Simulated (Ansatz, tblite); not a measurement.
Forces on AlCl2I (AlICl₂) at its PBE0-D4/def2-SVP geometry. The state is a singlet with charge 0.

In the def2 sets I takes a core potential; there is no spin–orbit coupling. The xTB rows come from tblite.

GFN1-xTB (tblite), largest force 0.76 eV/Å:

```xyz
4
positions Å, forces eV/Å
Al   -0.048    0.053    0.035   -0.453    0.508    0.328
Cl    0.532    1.011    1.792   -0.141   -0.081   -0.222
Cl   -1.898    0.522   -0.801    0.220   -0.008    0.164
I     1.414   -1.586   -1.026    0.373   -0.419   -0.271
```

GFN2-xTB (tblite), largest force 2.39 eV/Å:

```
Al -1.430 1.604 1.037
Cl -0.251 -0.458 -0.820
Cl 0.867 -0.233 0.373
I 0.814 -0.913 -0.590
```

PBE0-D4/def2-TZVP (Ansatz), largest force 0.17 eV/Å:

```
Al -0.097 0.109 0.070
Cl -0.043 -0.083 -0.147
Cl 0.156 -0.043 0.065
I -0.016 0.018 0.012
```
